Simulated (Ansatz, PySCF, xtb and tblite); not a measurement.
Internal rotation in SMILES C=C/C=C\N (C4H7N). Scanned: dihedral C3–C4–N5–H11; all other coordinates were relaxed at B3LYP-D3(BJ)/def2-SVP. Heavy atoms are numbered in the order of the SMILES C=C/C=C\N, hydrogens after them in the order of the atoms that carry them; the mirror image has the same energies with the sign of each dihedral reversed.

Computed with: RHF/6-31G* = restricted Hartree-Fock/6-31G*, spherical d // B3LYP-D3(BJ)/def2-SVP (PySCF 2.14.0); RKS-B3LYP/3-21G = restricted B3LYP/3-21G // B3LYP-D3(BJ)/def2-SVP run with PySCF; GFN2-xTB, on its own relaxed geometries (the stored frames are those of B3LYP-D3(BJ)/def2-SVP) (xtb and tblite); CCSD(T)/cc-pVTZ = CCSD(T) on RHF/cc-pVTZ, frozen core // B3LYP-D3(BJ)/def2-SVP run with Ansatz (a first-principles code).

Energies relative to the lowest point of each profile, in kJ/mol; the last columns give the difference from CCSD(T):

```csv
φ / °,RHF/6-31G*,RKS-B3LYP/3-21G,GFN2-xTB,CCSD(T)/cc-pVTZ,RHF/6-31G* − CCSD(T)/cc-pVTZ,RKS-B3LYP/3-21G − CCSD(T)/cc-pVTZ,GFN2-xTB − CCSD(T)/cc-pVTZ
-165,1.0,0.0,0.5,1.0,0.0,-1.0,-0.6
-135,0.8,6.9,3.1,0.6,0.2,6.4,2.5
-105,10.2,23.1,16.8,10.0,0.2,13.1,6.8
-75,8.8,22.8,20.3,9.4,-0.6,13.5,10.9
-45,1.9,9.5,5.7,1.3,0.6,8.2,4.4
-15,0.0,0.9,0.0,0.0,0.0,0.9,0.0
15,0.0,1.0,0.0,0.0,0.0,0.9,0.0
45,1.9,9.5,5.7,1.3,0.6,8.2,4.4
75,8.8,22.8,20.3,9.4,-0.6,13.5,10.9
105,10.2,23.1,16.8,10.0,0.2,13.1,6.8
135,0.8,6.9,3.1,0.6,0.2,6.4,2.5
165,1.0,0.0,0.5,1.0,0.0,-1.0,-0.6
```

RHF/6-31G* is furthest from CCSD(T)/cc-pVTZ at -45 (0.6 kJ/mol, above); its mean absolute difference over the points is 0.3 kJ/mol.

RKS-B3LYP/3-21G is furthest from CCSD(T)/cc-pVTZ at -75 (13.5 kJ/mol, above); its mean absolute difference over the points is 7.2 kJ/mol.

GFN2-xTB is furthest from CCSD(T)/cc-pVTZ at -75 (10.9 kJ/mol, above); its mean absolute difference over the points is 4.2 kJ/mol.
